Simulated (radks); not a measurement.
Problem. Radial electron density D(r) = 4 pi r^2 rho(r) of an atom or ion with 1 electrons. All-electron calculation, scalar-relativistic Kohn-Sham, PBE, spin-polarised, spherical densities, finite nucleus; Fermi nuclear charge, rms radius of each element as measured or else 0.836 A^(1/3) + 0.57 fm. Program: a radial shooting solver on a logarithmic mesh with Libxc functionals.

r (bohr)  D(r) (e/bohr)
0.0586          0.01259
0.06348         0.01462
0.06822         0.01673
0.07391         0.01940
0.07942         0.02215
0.08604         0.02564
0.09246         0.02923
0.1002          0.03376
0.1076          0.03839
0.1166          0.04423
0.1253          0.05017
0.1357          0.05762
0.1459          0.06517
0.158           0.07459
0.1698          0.08407
0.184           0.09581
0.1977           0.1076
0.2142           0.1220
0.2302           0.1363
0.2493           0.1537
0.2701           0.1728
0.2903           0.1914
0.3144           0.2137
0.3379           0.2351
0.3661           0.2603
0.3934           0.2840
0.4261           0.3115
0.458            0.3368
0.4961           0.3653
0.5331           0.3908
0.5775           0.4184
0.6207           0.4421
0.6724           0.4665
0.7225           0.4859
0.7827           0.5040
0.8412           0.5164
0.9112           0.5252
0.9792           0.5281
1.061            0.5250
1.14             0.5164
1.235            0.5003
1.338            0.4773
1.438            0.4512
1.557            0.4169
1.674            0.3822
1.813            0.3405
1.948            0.3014
2.111            0.2577
2.268            0.2194
2.457            0.1792
2.641            0.1460
2.861            0.1133
3.074           0.08791
3.33            0.06435
3.579           0.04719
3.877           0.03227
4.166           0.02214
4.513           0.01396
4.85           0.008839
5.254          0.005062
5.646          0.002920
6.117          0.001496

What is the nuclear charge?

Solution. Z = 1. The innermost maximum, from 1s, lies near gamma/Z bohr with gamma = sqrt(1 - (Z/c)^2) = 1.000, here 1 bohr (found: 0.979), and its height grows with Z. The density is that of neutral hydrogen in 1s1; the configuration itself is not fixed sharply by these data. D(r) has 1 maximum, at r = 0.979 bohr.
